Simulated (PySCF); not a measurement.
Isomers of C6H9F3Si, mass 166.043 u with the commonest isotopes. Theory: PBE0/pcSseg-1 in PySCF (dipole) on a GFN2-xTB geometry, gas phase. One conformer each, none proved a minimum here; rigid rotors.

Question: Order these by rotational constant A, largest first.
A. `[CH:1]#[C:2][C@@H:3]([CH2:4][SiH3:5])[CH2:6][C:7]([F:8])([F:9])[F:10]` with C2–C3–C4–Si5 -64°, C2–C3–C6–C7 69°
B. `[CH:1]#[C:2][CH2:3][C@:4]([F:5])([SiH2:6][CH3:7])[CH:8]([F:9])[F:10]` with C2–C3–C4–F5 -64°, C3–C4–Si6–C7 155°, C3–C4–C8–F9 169°
C. `[CH3:1][C@@H:2]1[SiH2:3][CH2:4][C@@H:5]1[C:6]([F:7])=[C:8]([F:9])[F:10]` with C4–C5–C6–F7 -46°, C1–C2–Si3–C4 -136°, C2–Si3–C4–C5 14°, Si3–C4–C5–C6 100°, C1–C2–C5–C4 143°

Answer: A (2114 MHz), C (2060 MHz), B (1685 MHz).

Question: Order these by rotational constant B, smallest first.
A. `[CH:1]#[C:2][C@@H:3]([CH2:4][SiH3:5])[CH2:6][C:7]([F:8])([F:9])[F:10]` with C2–C3–C4–Si5 -64°, C2–C3–C6–C7 69°
B. `[CH3:1][C@@H:2]1[SiH2:3][CH2:4][C@@H:5]1[C:6]([F:7])=[C:8]([F:9])[F:10]` with C4–C5–C6–F7 -46°, C1–C2–Si3–C4 -136°, C2–Si3–C4–C5 14°, Si3–C4–C5–C6 100°, C1–C2–C5–C4 143°
C. `[CH:1]#[C:2][CH2:3][C@:4]([F:5])([SiH2:6][CH3:7])[CH:8]([F:9])[F:10]` with C2–C3–C4–F5 -64°, C3–C4–Si6–C7 155°, C3–C4–C8–F9 169°

Answer: A (565.0 MHz), B (691.2 MHz), C (818.2 MHz).

Question: Order these by out-of-plane moment Σ m c² = (Ia + Ib − Ic)/2, smallest first.
A. `[CH:1]#[C:2][CH2:3][C@:4]([F:5])([SiH2:6][CH3:7])[CH:8]([F:9])[F:10]` with C2–C3–C4–F5 -64°, C3–C4–Si6–C7 155°, C3–C4–C8–F9 169°
B. `[CH3:1][C@@H:2]1[SiH2:3][CH2:4][C@@H:5]1[C:6]([F:7])=[C:8]([F:9])[F:10]` with C4–C5–C6–F7 -46°, C1–C2–Si3–C4 -136°, C2–Si3–C4–C5 14°, Si3–C4–C5–C6 100°, C1–C2–C5–C4 143°
C. `[CH:1]#[C:2][C@@H:3]([CH2:4][SiH3:5])[CH2:6][C:7]([F:8])([F:9])[F:10]` with C2–C3–C4–Si5 -64°, C2–C3–C6–C7 69°

Answer: C (62.66 u·Å²), A (102.93 u·Å²), B (112.82 u·Å²).

```csv
SMILES,point group,Ia (u·Å²),Ib (u·Å²),Ic (u·Å²),κ,μa (D),μb (D),μc (D)
C#C[C@@H](C[SiH3])CC(F)(F)F,C1,239.01,894.50,1008.18,-0.92,1.83,0.75,1.27
C[C@@H]1[SiH2]C[C@@H]1C(F)=C(F)F,C1,245.35,731.18,750.90,-0.97,1.59,0.71,0.96
C#CC[C@](F)([SiH2]C)C(F)F,C1,299.97,617.65,711.76,-0.78,0.15,0.90,0.56
```
